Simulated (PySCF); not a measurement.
# Correlation energy of Cr⁺ (chromium, charge +1)

[Ar] 3d5, high-spin 6S determinant. All numbers are calculated (PySCF 2.14, scalar relativity by spin-free X2C-1e, in aug-cc-pVTZ-DK). Frozen: [Ar]; 5 electrons correlated.

```json
{"level": "CCSD", "correlation energy (mhartree)": "-82.58"}
{"level": "(T)", "correlation energy (mhartree)": "-1.72"}
{"level": "CCSD(T)", "correlation energy (mhartree)": "-84.30"}
```

Diagnostics: T1 = 0.010, D1 = 0.0145, largest double amplitude 0.025.

Cost of the coupled-cluster step: roughly 17 core-seconds, for 5 correlated electrons.
